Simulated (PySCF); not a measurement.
BeH2O2, SMILES [OH][Be][OH]. Heavy atoms are numbered as in [Be:1]([OH:2])[OH:4]. Hydrogens are named by the atom that carries them.

Coordinates come from a B3LYP-D3(BJ)/def2-TZVP optimisation. Other conformers were not sampled.

Method: HF/def2-TZVPD run with PySCF.

Mulliken values depend strongly on the basis, most of all with diffuse functions as here. ESP charges are fitted to the potential on shells at 1.4 to 2.0 van der Waals radii. Atomic charges (e), one atom of each kind:

```json
[
 {"atom": "Be1", "ESP fit": "0.91", "Mulliken": "0.20", "meta-Löwdin": "1.56"},
 {"atom": "O2 (OH)", "ESP fit": "-0.84", "Mulliken": "-0.45", "meta-Löwdin": "-1.13"},
 {"atom": "H on O2", "ESP fit": "0.39", "Mulliken": "0.34", "meta-Löwdin": "0.35"}
]
```
